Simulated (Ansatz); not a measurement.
Computed with Ansatz on PBE0-D4/def2-TZVP structures; ΔE is electronic, products minus reactants. CBS: MP2 limit from def2 TZ/QZ plus the TZ coupled-cluster correction, frozen cores. This one scheme is used for every species. Functionals use def2-TZVPP. For Ge outer-core shells are correlated without core-valence functions, which leaves a few kJ/mol of doubt a bond. Scalar relativity is left out up to krypton. Each species was taken in one conformer, which may not be the lowest.

Consider the ligand exchange at a Ge–Cl bond: `C[O][Ge][Cl]` + CH₃SH → `C[O][Ge][S]C` + HCl.

`C[O][Ge][Cl]`:

Z-matrix (Å, degrees):
```
C
O 1 1.410
H 1 1.093 2 109.0
H 1 1.093 2 112.0 3 -120.9
H 1 1.093 2 109.0 3 118.3
Ge 2 1.762 1 132.6 3 120.9
Cl 6 2.215 2 101.4 1 0.0
```

CH₃SH:

Cartesian coordinates in Å:
```
C -0.380 0.235 0.206
S 0.427 -0.819 -1.020
H -0.311 -0.191 1.206
H -1.430 0.282 -0.080
H 0.029 1.244 0.195
H 1.665 -0.751 -0.507
```

`C[O][Ge][S]C`:

```xyz
11

C    -0.562    0.738   -1.972
O    -0.016    0.243   -0.772
Ge    1.723   -0.190   -0.666
S     1.747   -0.853    1.459
C     0.064   -0.666    2.107
H    -1.364    0.077   -2.312
H     0.182    0.817   -2.776
H    -0.984    1.733   -1.800
H     0.092    0.025    2.949
H    -0.284   -1.640    2.450
H    -0.598   -0.284    1.333
```

HCl:

Z-matrix (Å, degrees):
```
Cl
H 1 1.279
```

```json
{"level": "PBE", "ΔE (eV)": "0.40"}
{"level": "revPBE", "ΔE (eV)": "0.43"}
{"level": "CCSD(T)/def2-SVP", "ΔE (eV)": "0.38"}
{"level": "SCS-MP2/def2-TZVPP", "ΔE (eV)": "0.40"}
```

**Question.** What does CCSD(T)/CBS give? (An estimate is asked.)

**Answer.** The calculation gave: +0.38 eV. The listed levels differ from it by 0.02, 0.05, 0.00, 0.02 eV.

Largest T1 diagnostic among the species: 0.015.

From BLYP to BHLYP (50 % exact exchange), in def2-TZVPP and without D4, ΔE moves by +0.04 eV. The D4 term adds −0.06 eV with B3LYP and −0.04 eV with PBE0; it sums over pairs of atoms, weighted by their polarisabilities, and B3LYP, whose exchange is more repulsive, gets the larger term. Leaving LDA and LC-ωPBE aside and taking each functional with its dispersion term where it has one, the values, not all of them listed here, spread over 0.11 eV, from revPBE-D4 to ωB97X-V. LDA lies −0.08 eV from PBE without D4.

B3LYP here is the variant with VWN-RPA as its local correlation; programs differ in this.
